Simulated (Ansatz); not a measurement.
Basis-set extrapolation for `B/C(C)=C/Cl` (PBE0-D4/def2-TZVP geometry, frozen core, Ansatz 0.2.0). Multiplicity 1, RHF reference.

```tsv
	def2-TZVPP	def2-QZVPP
HF	-601.311253	-601.330402
MP2 correlation	-0.787151	-0.844102
CCSD(T) correlation	-0.875570	not run
```

Energies in hartree. Use E(X) = E(∞) + A·exp(−7.88·√X) for Hartree–Fock and E(X) = E(∞) + B·X^(−2.97) for correlation, with X = 3 and 4, and add CCSD(T) minus MP2 of the smaller set to the MP2 limit.

Q: What is the CCSD(T) energy at the basis-set limit?

A: HF limit: -601.330402 + (-0.019149) × 0.13774 = -601.33304. MP2 limit: -0.844102 + (-0.056951) × 0.74074 = -0.88629. Higher-order term: -0.875570 − (-0.787151) = -0.08842. Total: -602.30775 hartree, 3.29 eV below CCSD(T)/def2-TZVPP.
